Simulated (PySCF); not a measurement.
**Steps of a relaxation of [Dy(NH3)2]3+**

[Dy(NH3)2]3+ (singlet in the valence; each metal's 4f electrons, 9 of them, lie in its core potential, out of spins and levels; a saddle point, relaxed within its symmetry). PySCF 2.14.0, RKS B3LYP, Dy lcecp-1-SVP with ECP55, N def2-SVP, H def2-SVP; non-relativistic Hamiltonian with scalar-relativistic core potentials where named; density fitting; no spin-orbit coupling. Origin of the start: template. Columns: position (Å) and force (eV/Å). Energies are counted from the last step; some of the 7 steps are shown. Forces carry noise of the integration grid, about 0.01 to 0.03 eV/Å.

Run from Python with OMP_NUM_THREADS=2. Where DIIS fails, smearing, a level shift and second-order steps follow.
It took 17 s on 2 threads of Arm Neoverse V2, on a shared host, from the converged density of the start.

```xyz
9
step 0  E = 0.131 eV
Dy    0.0000    0.0000    0.0000     0.00    0.00    0.00
N     0.0000    0.0000    2.5075     0.00    0.00   -2.06
H     0.8133    0.4696    2.9055     0.53    0.31    0.56
H    -0.8133    0.4696    2.9055    -0.53    0.31    0.56
H     0.0000   -0.9392    2.9055     0.00   -0.61    0.56
N     0.0000    0.0000   -2.5075     0.00    0.00    2.06
H     0.8133   -0.4696   -2.9055     0.53   -0.31   -0.56
H    -0.8133   -0.4696   -2.9055    -0.53   -0.31   -0.56
H     0.0000    0.9392   -2.9055     0.00    0.61   -0.56
```

```xyz
9
step 2  E = 0.004 eV
Dy    0.0000    0.0000    0.0000     0.00    0.00    0.00
N     0.0000    0.0000    2.4511     0.00    0.00    0.01
H     0.8120    0.4688    2.9129    -0.07   -0.04   -0.05
H    -0.8120    0.4688    2.9129     0.07   -0.04   -0.05
H     0.0000   -0.9376    2.9129     0.00    0.08   -0.05
N     0.0000    0.0000   -2.4511     0.00    0.00   -0.01
H     0.8120   -0.4688   -2.9129    -0.07    0.04    0.05
H    -0.8120   -0.4688   -2.9129     0.07    0.04    0.05
H     0.0000    0.9376   -2.9129     0.00   -0.08    0.05
```

```xyz
9
step 4  E = 0.000 eV
Dy    0.0000    0.0000    0.0000     0.00    0.00    0.00
N     0.0000    0.0000    2.4343     0.00    0.00    0.00
H     0.8093    0.4673    2.8963     0.02    0.01   -0.01
H    -0.8093    0.4673    2.8963    -0.02    0.01   -0.01
H     0.0000   -0.9345    2.8963     0.00   -0.02   -0.01
N     0.0000    0.0000   -2.4343     0.00    0.00    0.00
H     0.8093   -0.4673   -2.8963     0.02   -0.01    0.01
H    -0.8093   -0.4673   -2.8963    -0.02   -0.01    0.01
H     0.0000    0.9345   -2.8963     0.00    0.02    0.01
```

Q: Where does the relaxation end?

A: It converges at step 6 in D3d:
```xyz
9
step 6  E = 0
Dy    0.0000    0.0000    0.0000
N     0.0000    0.0000    2.4322
H     0.8103    0.4678    2.8928
H    -0.8103    0.4678    2.8928
H     0.0000   -0.9357    2.8928
N     0.0000    0.0000   -2.4322
H     0.8103   -0.4678   -2.8928
H    -0.8103   -0.4678   -2.8928
H     0.0000    0.9357   -2.8928
```

Q: How did the contacts change?

A: 
```tsv
contact	start (Å)	end (Å)
Dy1–N2 (NH3)	2.507	2.432
Dy1–N6 (NH3)	2.507	2.432
```


An lcecp potential fixes the number of 4f electrons, so in runs with it no electron can move into or out of that shell.
